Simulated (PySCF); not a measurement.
All values below come from PySCF with PBE-D3(BJ)/def2-TZVP // B3LYP-D3(BJ)/def2-TZVP. Isolated molecules, 0 K electronic values unless said otherwise. One relaxed conformer stands for a flexible species; it need not be the lowest. Excitations are Tamm–Dancoff values on a coarser integration grid. The basis has no diffuse functions, so Rydberg states are missing or too high.

Reference species (SMILES): `O/[SiH]=C/C` (C–Si–O–H torsion 0°) (neutral, multiplicity 1).

The T1 excitation (TDA) comes out as 2.97 eV and the HOMO–LUMO gap is 3.73 eV.

Changed species: `C=[Si](C)O` (C–Si–O–H torsion 0°).

**Question.** Predict the effect on the T1 excitation (TDA) and HOMO–LUMO gap.

**Answer.** the T1 excitation (TDA) rises by 0.53 eV, to 3.50 eV; the HOMO–LUMO gap rises by 0.49 eV, to 4.22 eV.
